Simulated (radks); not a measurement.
Task: The mean radii <r> (bohr) of the occupied orbitals of an atom or ion are listed with their occupations. Calculated with a radial shooting solver on a logarithmic mesh with Libxc functionals: non-relativistic Kohn-Sham, r2SCAN, spin-unpolarised, spherical densities, point nucleus; meta-GGA in the generalised Kohn-Sham scheme.

orbital  occ.      <r>
1s          2  0.05484
2s          2   0.2477
2p          6   0.2164
3s          2   0.7275
3p          5   0.7468
3d          6   0.7927
4f          1    3.486

Name the element and its charge.

Result: Z = 28, nickel, charge +4: Ni4+ in [Ne] 3s2 3p5 3d6 4f1. The 1s radius gives Z: for a bare nucleus <r> = 1.5/Z, 0.05357 bohr for Z = 28, and screening makes it slightly larger (0.05484 here). The occupations add up to 24, and the charge is Z minus that.
